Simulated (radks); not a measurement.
Spherical quantum dot in the effective-mass picture: electrons in a parabolic well V = omega^2 r^2 / 2 with omega = 1.64, with a point charge +1 (a donor) at the centre, all in effective atomic units (hartree* = m*/eps^2 hartree, bohr* = eps/m* bohr), one dielectric constant everywhere. Method: non-relativistic Kohn-Sham, PBEsol, spin-polarised, spherical densities; computed with a radial shooting solver with Libxc functionals. Levels are named by radial order and angular momentum (1s, 1p, 1d, 2s, ...), and open shells are averaged over m.

N = 15, configuration 1s2 1p6 1d(up 5, down 0) 2s2. This is the lowest configuration that the search found. Occupied and some empty levels:

level    occupation  eigenvalue (hartree*)  <r> (bohr*)
1s up             1                 10.900        1.034
1s down           1                 10.976        1.010
1p up             3                 12.062        1.439
1p down           3                 12.187        1.429
2s up             1                 13.049        1.448
2s down           1                 13.144        1.462
1d up             5                 13.162        1.675
1d down           0                 13.301        1.675
1f up             0                 14.331        1.860
1f down           0                 14.469        1.866
2p up             0                 14.532        1.674
2p down           0                 14.621        1.681
1g up             0                 15.567        2.019
1g down           0                 15.698        2.029

Energy (hartree*): total 120.757, kinetic 25.178, external 35.901, Hartree 68.627, exchange-correlation -8.9493.
